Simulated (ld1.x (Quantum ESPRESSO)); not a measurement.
**Configuration tests for palladium (Pd) (PAW)**

- Element: palladium
- Generator: ld1.x (Quantum ESPRESSO) 7.5
- Type: PAW
- Functional: PBE
- Relativity: fully relativistic
- Frozen core: [Kr]
- Valence charge: 10
- Reference configuration: 4d8 5s0 5p0 (charge +2)
- Partial waves: 5s (bound, empty): rcut 2.25, rcutus 2.45 bohr; 5s channel at -0.8 Ry: rcut 2.25, rcutus 2.45 bohr; 5p (bound, empty): rcut 2.45, rcutus 2.60 bohr; 5p channel at 0.3 Ry: rcut 2.45, rcutus 2.60 bohr; 4d (bound): rcut 1.55, rcutus 1.85 bohr; 4d channel at -0.2 Ry: rcut 1.55, rcutus 1.85 bohr
- Local potential: all-electron potential smoothed inside 1.40 bohr (lloc = -1)
- Core correction: Bessel-smoothed model core inside 1.55 bohr
- Augmentation charge: BESSEL, radius 1.15 bohr

Open shells are filled in proportion to 2j + 1 (rel_dist='average').

Energies are relative to the spin-unpolarised reference configuration 4d8 5s0 5p0; without spin polarisation the order of configurations can differ from experiment. The frozen-core shift is the all-electron ΔE with the core orbitals held at their reference shape minus the fully relaxed ΔE.

```
valence configuration  charge  ΔE all-electron (eV)  error AE − PS (meV)  frozen-core shift (meV)
         4d10 5s0 5p0       0               -29.938                 -139                     +141
          4d9 5s0 5p0      +1               -20.819                  -61                      +61
          4d7 5s0 5p0      +3                34.357                 -125                     +124
          4d6 5s0 5p0      +4                83.697                 -634                     +639
          4d9 5s1 5p0       0               -28.435                 +0.2                      +51
          4d9 5s0 5p1       0               -24.701                -1303                      +54
        4d9.5 5s0 5p0    +0.5               -26.702                 -106                     +106
```

Levels in the configuration 4d6 5s0 5p0:

| level | all-electron (eV) | pseudo (eV) |
| --- | --- | --- |
| 4d j=3/2 | -57.627 | -58.399 |
| 4d j=5/2 | -57.001 | -57.763 |

These tests converged, but a pseudo level misses the all-electron one widely, so the file describes the atom poorly there or has found another state: 4d9 5s0 5p1: 4d by 2.1 eV.

The ghost test of this file was not conclusive.
